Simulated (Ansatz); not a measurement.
`[F][Ge]([F])[SH]` radical. Charge 0, multiplicity 2.

Question: List the harmonic frequencies (cm⁻¹, unscaled) at PBE0-D4/def2-TZVP in Ansatz. (Estimate.)

Answer: The calculation gave: 108, 178, 199, 236, 383, 688, 702, 736, 2705.

Question: Is this a minimum?

Answer: Yes, all 9 modes are real.

Question: Give the ideal-gas thermochemistry at 298.15 K and 1 bar (rigid rotor, harmonic oscillator; point group C1, symmetry number 1).

Answer: Zero-point energy 35.5 kJ/mol; H(298) − E = 53.4 kJ/mol; entropy 336.4 J/(mol·K), of which translation 170.8, rotation 111.5, vibration 48.3, electronic 5.8; G(298) − E = -46.9 kJ/mol.

Question: Rotational constants (cm⁻¹)?

Answer: 0.1891, 0.09381, 0.07154.
